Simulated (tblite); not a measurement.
Species: C6H11F2NSi.
Numbering: `[H]/[N:10]=[C:9]1\[C@H:3]([SiH2:2][CH3:1])[CH2:4][C@:5]1([F:6])[CH2:7][F:8]` (hydrogens: H11, H12, H13 on C1; H14, H15 on Si2; H16 on C3; H17, H18 on C4; H19, H20 on C7; H21 on N10)

Computed with GFN2-xTB (tblite), gas phase: L-BFGS steps from a force-field or distance-geometry start until the largest atomic force falls under 0.01 eV/Å.

Geometry at step 9:
```
atom  x, y, z in Å
C1      1.8270    0.0091    1.5706
Si2     1.9878   -0.8389   -0.1121
C3      0.3748   -0.5808   -1.1128
C4     -0.1678    0.8524   -1.3051
C5     -1.4996    0.4414   -0.6523
F6     -2.5495    0.4122   -1.5567
C7     -1.9943    1.2447    0.5500
F8     -0.9755    1.4648    1.4351
C9     -0.8961   -0.9310   -0.3951
N10    -1.3712   -1.9131    0.2137
H11     2.7251   -0.1444    2.1603
H12     1.6764    1.0795    1.4743
H13     0.9846   -0.3773    2.1352
H14     3.0829   -0.2609   -0.9024
H15     2.1871   -2.2894    0.0533
H16     0.4297   -1.1292   -2.0558
H17    -0.2781    1.1881   -2.3360
H18     0.3507    1.6041   -0.7146
H19    -2.7777    0.6946    1.0762
H20    -2.3584    2.2237    0.2228
H21    -0.7671   -2.7325    0.2510
```

Q: Give the atomic forces at this geometry.

A: 
```tsv
atom	Fx (eV/Å)	Fy (eV/Å)	Fz (eV/Å)
C1	0.047	-0.023	-0.037
Si2	-0.014	0.030	-0.017
C3	0.001	-0.004	-0.065
C4	-0.001	0.055	0.029
C5	-0.023	-0.044	0.054
F6	0.054	-0.025	0.065
C7	0.032	-0.037	-0.039
F8	0.018	0.001	0.008
C9	-0.060	-0.174	-0.041
N10	-0.059	0.103	0.021
H11	0.009	0.002	0.040
H12	0.012	0.031	-0.010
H13	-0.026	-0.036	0.024
H14	-0.028	-0.026	0.004
H15	-0.031	0.078	-0.039
H16	0.072	0.015	0.030
H17	0.040	-0.018	0.082
H18	0.047	0.051	-0.097
H19	-0.036	-0.035	0.002
H20	-0.024	0.011	-0.023
H21	-0.028	0.047	0.010
```

The largest, 0.19 eV/Å, acts on C9; the rms over all components is 0.046 eV/Å. The forces sum to zero within rounding, as they must for an isolated molecule in no field.

Q: Give the force on C9 in Eh/bohr and in nN.

A: 0.189 eV/Å ÷ 51.422 = 0.00367 Eh/bohr, and 0.189 eV/Å × 1.602 = 0.30 nN.

Q: How far is this geometry from the end of the optimisation?

A: 0.011 eV above it, and 0.034 Å rms away after alignment. The bonds farthest from their final lengths, with half the difference of the two atoms' forces along the bond (positive lengthens):

```
   bond  now (Å)  final (Å)  force along bond (eV/Å)
Si2–H15    1.473      1.469                    -0.03
  C5–C7    1.528      1.526                    -0.04
 Si2–C3    1.916      1.914                     0.00
  C5–C9    1.521      1.519                    +0.04
  C3–C9    1.501      1.503                    +0.05
Si2–H14    1.469      1.467                    -0.02
```

The angle farthest from its final value is C3–C9–N10, 137.6° against 139.1°.

The cost below is that of the whole relaxation. On one thread, Arm Neoverse V1 (aarch64), no GPU, shared host with 32 logical CPUs at a one-minute load of 29, this took 0.41 s.
